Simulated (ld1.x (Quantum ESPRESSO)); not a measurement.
# Before and after: TM potential for Pt

| Item | Value |
| --- | --- |
| Element | Pt (Z = 78) |
| Generator | ld1.x (Quantum ESPRESSO) 7.5 |
| Type | norm-conserving Troullier–Martins (Kleinman–Bylander form) |
| Functional | PBE |
| Relativity | fully relativistic |
| Frozen core | [Xe] 4f14 |
| Valence charge | 10 |
| Reference configuration | 5d8 6s0 6p0 (charge +2) |
| Partial waves | 6s (bound, empty): rc 2.40 bohr; 6p (bound, empty): rc 2.95 bohr; 5d (bound): rc 2.10 bohr |
| Local potential | all-electron potential smoothed inside 1.70 bohr (lloc = -1) |
| Core correction | none |

Open shells are filled in proportion to 2j + 1 (rel_dist='average').

Change: wave 6s (bound): rc 2.40 bohr becomes 6s (bound): rc 3.58 bohr.

Cutoffs: the cutoffs (Ry, on a coarse ladder) from which the occupation-weighted sum of valence levels, in a spherical-Bessel basis at the reference potential, stays within 10 and 1 mRy of its value at 400 Ry; they do not see the model core or the augmentation charge, which bear on the density cutoff. Errors are all-electron minus pseudo energies relative to the spin-unpolarised reference configuration.

**Question.** What does the change do?

**Answer.** The potential gets neither clearly harder nor softer (40 Ry and 50 Ry → 40 Ry and 50 Ry); both files keep a bound ghost (p, s); of the 6 tests that both files solve, the error grows in 0 and shrinks in 3 by more than 15 % and 0.3 meV (median size 32.0 → 23.7 meV). That the errors move this way runs against the usual rule that smaller radii transfer better.

```tsv
quantity	base	changed
cutoff, loose	40 Ry	40 Ry
cutoff, tight	50 Ry	50 Ry
bound ghosts	s, p3/2, p1/2	s, p3/2, p1/2
tests counted (converged, no solver errors)	6 of 7	6 of 7
error for 5d9 6s1 6p0, meV [ΔE -29.19 eV]	+64	-40
error for 5d9 6s0 6p0, meV [ΔE -19.98 eV]	-5.3	-5.3
error for 5d7 6s0 6p0, meV [ΔE 32.21 eV]	-22	-22
error for 5d9.5 6s0.5 6p0, meV [ΔE -29.32 eV]	+38	-25
error for 5d8 6s1 6p0, meV [ΔE -18.00 eV]	+26	-14
error for 5d6 6s0 6p0, meV [ΔE 77.85 eV]	-125	-125
```

Base: Tests not counted: 5d8 6s1 6p1 (pseudo-atom not self-consistent, printed error +1.3 eV). These tests converged, but a pseudo level misses the all-electron one widely, so the file describes the atom poorly there or has found another state: 5d7 6s0 6p0: empty 6p by 2.9 eV; 5d6 6s0 6p0: empty 6p by 8.0 eV (a node warning on the way). Changed file: Tests not counted: 5d8 6s1 6p1 (pseudo-atom not self-consistent, printed error +13.4 eV). These tests converged, but a pseudo level misses the all-electron one widely, so the file describes the atom poorly there or has found another state: 5d7 6s0 6p0: empty 6p by 4.2 eV; 5d6 6s0 6p0: empty 6p by 8.0 eV. A true bound ghost makes a file unfit for plane-wave use even where its test errors are small: the radial tests pick states by their node count and pass the ghost by. Where a test does run into it, the solver fails or the error is huge.
